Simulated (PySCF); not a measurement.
A structure optimised at PBE-D3(BJ)/def2-SVP, used in a PySCF frequency run:

```
Re
O 1 1.7132
Cl 1 2.3247 2 92.62
Cl 1 2.3247 2 92.62 3 90.00
Cl 1 2.3247 2 92.62 3 -90.00
Cl 1 2.3247 2 92.62 3 -180.00
Cl 1 2.3754 3 87.38 2 -180.00
```
Charge 0, spin multiplicity 1.

Task: Write its SMILES, formula and point group.

Result: [O]=[Re]([Cl])([Cl])([Cl])([Cl])[Cl], Cl5ORe, C4v

Task: What are its rotational constants (standard atomic weights)?

Result: 0.81867, 0.81867, 0.66089 GHz
